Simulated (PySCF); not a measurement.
Phosphorus: a sound run and one with changed settings

Sound run: P⁺ [Ne] 3s2 3p2, P²⁺ [Ne] 3s2 3p1. Computed with PySCF 2.14 in aug-cc-pV(D+d)Z (5s4p3d, 32 functions), with no relativity, point nucleus. In the sound run the correlated levels freeze [Ne]. The sound run starts from symmetry-adapted Hartree-Fock orbitals and uses a fine grid where one is needed.

Changed run: all electrons correlated in a basis built for the valence shell.

| species | method | sound run (hartree) | changed run (hartree) | converged |
| --- | --- | --- | --- | --- |
| P⁺ | MP2 | -340.39605 | -340.44813 | yes |
| P⁺ | CCSD(T) | -340.41899 | -340.47006 | yes |
| P²⁺ | MP2 | -339.67958 | -339.73176 | yes |
| P²⁺ | CCSD(T) | -339.70068 | -339.75211 | yes |

Ionisation energy of P⁺:

```csv
method,sound run (eV),changed run (eV)
UHF,19.169,19.169
MP2,19.496,19.493
SCS-MP2,19.415,19.411
CCSD,19.533,19.525
CCSD(T),19.546,19.536
```

A valence basis has no tight correlating functions, so it recovers only part of the core correlation, and not evenly between atom and ion.

For comparison, NIST gives 19.769 eV between the lowest levels.
